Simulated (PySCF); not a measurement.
Bicyclo[2.2.2]octane, C₈H₁₄.
Numbering: `[CH2:1]1[CH2:2][C@H:3]2[CH2:4][CH2:5][C@@H:6]1[CH2:7][CH2:8]2` (hydrogens: H9, H10 on C1; H11, H12 on C2; H13 on C3; H14, H15 on C4; H16, H17 on C5; H18 on C6; H19, H20 on C7; H21, H22 on C8)

The same species was optimised twice, with GFN2-xTB and with PBE0-D3(BJ)/def2-SVP (PySCF), and the same property calculations (PySCF, gas phase) were run on both structures.

```
  coordinate  GFN2-xTB  PBE0-D3(BJ)/def2-SVP  change
   C1–C2 (Å)     1.537                 1.546  +0.009
   C7–C8 (Å)     1.537                 1.546  +0.009
   C4–C5 (Å)     1.537                 1.546  +0.009
   C3–C4 (Å)     1.528                 1.531  +0.003
   C1–C6 (Å)     1.529                 1.531  +0.002
   C2–C3 (Å)     1.529                 1.531  +0.002
   C5–C6 (Å)     1.529                 1.531  +0.002
   C6–C7 (Å)     1.529                 1.531  +0.002
   C3–C8 (Å)     1.529                 1.531  +0.002
C2–C3–C8 (°)     109.5                 109.2    -0.3
C3–C4–C5 (°)     109.4                 109.6    +0.2
C1–C6–C5 (°)     109.4                 109.2    -0.2
C6–C7–C8 (°)     109.4                 109.6    +0.2
C2–C1–C6 (°)     109.5                 109.7    +0.2
C3–C8–C7 (°)     109.5                 109.7    +0.2
C5–C6–C7 (°)     109.3                 109.2    -0.1
C1–C2–C3 (°)     109.5                 109.6    +0.1
```

Rotational constants: A = 2464, B = 2389, C = 2388 MHz (GFN2-xTB) against A = 2453, B = 2365, C = 2364 MHz (PBE0-D3(BJ)/def2-SVP).

On the GFN2-xTB structure: HOMO (eV) -7.93 [PBE0/pcSseg-1]; LUMO (eV) 1.08 [PBE0/pcSseg-1]; GIAO shielding of C1 (×6) (mean) (ppm) 158.0 [PBE0/pcSseg-1]; GIAO shielding of C3/C6 (mean) (ppm) 160.2 [PBE0/pcSseg-1].

**Question.** What do these properties become on the PBE0-D3(BJ)/def2-SVP structure?

**Answer.** 
```csv
property,level,on GFN2-xTB,on PBE0-D3(BJ)/def2-SVP,change
HOMO (eV),PBE0/pcSseg-1,-7.93,-7.94,-0.01
LUMO (eV),PBE0/pcSseg-1,1.08,1.05,-0.03
"energy, GFN2-xTB geometry as zero (kcal/mol)",PBE0/pcSseg-1,0.0,-0.4,-0.4
GIAO shielding of C1 (×6) (mean) (ppm),PBE0/pcSseg-1,158.0,155.9,-2.1
GIAO shielding of C3/C6 (mean) (ppm),PBE0/pcSseg-1,160.2,158.8,-1.4
```

The heavy atoms differ by 0.007 Å rms after alignment. Among bonds between heavy atoms C1–C2, C4–C5 and C7–C8 change most and about equally (+0.009 Å). Changes are differences of the printed values. Neither structure is proved a minimum here.
